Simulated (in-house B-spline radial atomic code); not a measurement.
How numerical settings move a run on Sn³⁺, [Kr] 4d10 5s1. Computed with a B-spline radial code for spherical atoms: non-relativistic B97-1, spin-polarised, spherical fractional occupations, point nucleus.

Command:
```bash
python run_scf.py task.json out
```
Settings of the sound reference run:
```
Z                50
electrons        47
configuration    [Kr] 4d10 5s1
hamiltonian      nr
method           b97_1
spin_polarised   True
knot_spacing     0.22
spline_order     8
gauss_points     12
box_radius       16.22
max_iterations   70
damping          0.5
damped_steps     3
diis_vectors     10
tolerance        1e-08
start            Thomas-Fermi
```

Time taken, with all properties: 0.2 s on 1 thread of Intel(R) Xeon(R) 6975P-C, with other jobs on the host.

It converges in 10 iterations to -6023.334120 hartree, with 5s up at -35.5197 eV. The other runs change the listed settings, some to values that make no sense; their results aren't properties of the atom or ion. Radii are in bohr (the nuclear one in fm), a minus after a letter asks for a j subshell, and «unchanged» means within 1e-8 hartree. The run stops when the residual is below 10 × tolerance × max(1, Z/10), or a noise floor if that is larger, and the energy moves by less than 1e-8 × √|E| hartree; so very loose and very tight tolerances often act alike.

```tsv
changed settings	outcome
spline_order = 5	converged in 10 iterations, energy +1.68e-04 hartree from the reference, 5s up level +1.8e-05 eV
max_iterations = 3	not converged after 3 iterations, last residual 1.1e-01, last energy +3.04e-01 hartree from the reference
max_iterations = 2	not converged after 2 iterations, last residual 5.5e-01, last energy +8.03e+00 hartree from the reference
knot_spacing = 0.75, max_iterations = 75, damping = 0.95, tolerance = 0.01, start = bare nucleus	converged in 11 iterations, energy +7.11e+00 hartree from the reference, 5s up level +9.0e-01 eV (the program warns: 5s up reaches the box edge; 3s up reaches the box edge)
spline_order = 7, max_iterations = 12	converged in 10 iterations, energy +2.57e-05 hartree from the reference, 5s up level -1.5e-05 eV
spline_order = 6	converged in 10 iterations, energy -4.33e-05 hartree from the reference, 5s up level +2.6e-05 eV
spline_order = 3	converged in 10 iterations, energy +1.85e-01 hartree from the reference, 5s up level +2.3e-02 eV
electrons = 49, configuration = [Kr] 4d10 5s3, max_iterations = 60	stopped with error: shell 5s holds at most 1 electrons (per spin)
tolerance = 1e-06	converged in 9 iterations, energy unchanged, 5s up level +1.4e-05 eV
spline_order = 3, gauss_points = 3, max_iterations = 5, start = bare nucleus	not converged after 5 iterations, last residual 1.7e-01, last energy +9.26e-01 hartree from the reference
max_iterations = 3, diis_vectors = 4, tolerance = 1e-05, start = bare nucleus	not converged after 3 iterations, last residual 7.3e-01, last energy +9.74e+00 hartree from the reference
electrons = 50, configuration = [Kr] 4d10 5s1 6s3, max_iterations = 60	stopped with error: shell 6s holds at most 1 electrons (per spin)
```

Problem. What happens with first_knot = 0.002, max_iterations = 75, damped_steps = 8?

Solution. Converged in 13 iterations, energy +2.80e-05 hartree from the reference, 5s up level -6.3e-06 eV.

Problem. What happens with max_iterations = 8?

Solution. Not converged after 8 iterations, last residual 2.2e-05, last energy +4.90e-09 hartree from the reference.

Problem. What happens with spline_order = 10?

Solution. Converged in 10 iterations, energy +1.94e-05 hartree from the reference, 5s up level -1.8e-05 eV.

Problem. What happens with max_iterations = 5?

Solution. Not converged after 5 iterations, last residual 1.0e-02, last energy +2.28e-03 hartree from the reference.
